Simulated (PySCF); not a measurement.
Excitation energy of Mo by level of theory

Mo [Kr] 4d5 5s1 (7S) → Mo [Kr] 4d4 5s1 6s1 (7D), as a difference of total energies. All numbers are calculated (PySCF 2.14, scalar relativity through the core potential, in aug-cc-pVTZ-PP with one added diffuse shell each of s, p, d, f, g type with ECP28MDF (7s7p6d4f3g, 113 functions)). Correlated levels: valence: 4s2 4p6 frozen. The calculations carry no spin-orbit coupling.

```json
{"method": "UHF", "excitation energy (eV)": "5.441"}
{"method": "LDA", "excitation energy (eV)": "6.584"}
{"method": "PBE", "excitation energy (eV)": "6.373"}
{"method": "PBE0", "excitation energy (eV)": "6.276"}
{"method": "r2SCAN", "excitation energy (eV)": "6.450"}
{"method": "revPBE", "excitation energy (eV)": "6.328"}
{"method": "TPSS", "excitation energy (eV)": "6.261"}
{"method": "MP2 (valence)", "excitation energy (eV)": "6.111"}
{"method": "SCS-MP2 (valence)", "excitation energy (eV)": "5.664"}
```

How much does correlation contribute at MP2 (valence)?

6.111 − (5.441) = 0.670 eV, measured against UHF.

The promoted electron is Rydberg-like, and one or two diffuse shells describe it only roughly, which tends to raise the upper state.
